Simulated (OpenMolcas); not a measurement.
# O⁴⁺: from RASSCF to RASPT2

```yaml
Program: OpenMolcas 26.06
Basis: ANO-RCC-VQZP [5s4p3d2f1g]
Scalar_Hamiltonian: DKH2, point nucleus
Active_space: 2 electrons in 9 orbitals (RAS2 2s 2p; RAS3 3d, at most 2 electrons)
State_averaging: 2S+1 = 3 even, 3 roots; 2S+1 = 1 even, 7 roots; 2S+1 = 3 odd, 3 roots; 2S+1 = 1 odd, 3 roots
Spin-orbit_coupling: RASSI with atomic mean-field integrals over the reference wave functions, term energies averaged over their components
```

Methods on the same reference wave functions:
A. RASSCF
B. SS-RASPT2, IPEA 0.25 Eh, imaginary shift 0.1 Eh (closed shells correlated: 1s)
C. MS-RASPT2, IPEA 0.25 Eh, imaginary shift 0.1 Eh (closed shells correlated: 1s)

Energies in cm⁻¹ above 2s² ¹S₀, the measured ground level; measured values from Moore, Selected Tables of Atomic Spectra, NSRDS-NBS 3, section 9.

```tsv
Level	A	B	C	Measured
2s² ¹S₀	0.0	0.0	0.0	0.0
2s 2p ³P°₀	81909	81873	81878	81942
2s 2p ³P°₁	82057	82021	82026	82079
2s 2p ³P°₂	82354	82319	82324	82385
2s 2p ¹P°₁	161940	159726	159731	158798
2p² ³P₀	214946	213744	213749	213462
2p² ³P₁	215094	213893	213898	213618
2p² ³P₂	215385	214184	214189	213887
2p² ¹D₂	234873	232455	232460	231721
2p² ¹S₀	296200	289587	289597	287910
```

Deviations, from unrounded energies. A percentage is the sum of absolute deviations over the sum of measured energies, with the sign that they share, or ± where signs differ.

| Against measurement | Levels | A | B | C |
| --- | --- | --- | --- | --- |
| mean absolute deviation (cm-1) | 9 | 2100 | 490 | 490 |
| other configurations (%) | 9 | ±1.2 | ±0.3 | ±0.3 |

B, C lie about equally close to measurement and A furthest from it. The largest miss of B in the table is 2p² ¹S₀, by +1700 cm-1. The ranking rests on the paired levels alone, and a cruder setting can come out closer through cancelling errors.

Between B and C the level of the table that moves most is 2p² ¹S₀, by 10 cm-1 (lowest in B, highest in C).

The lowest spin-free term lies below A's lowest term by 0.011 hartree in B, 0.011 hartree in C.

Active for correlation alone: 3d; no level in the range computed is led by a configuration that fills it, so any true level of that kind is missing. Measured partners are found by configuration, term and J. A level has none where our copy of the source lacks it or the pairing is in doubt (some pairs that miss far off the trend of their configuration count as doubtful), and it then counts in no deviation. Levels of configurations outside the active space are missing.

° marks odd parity.
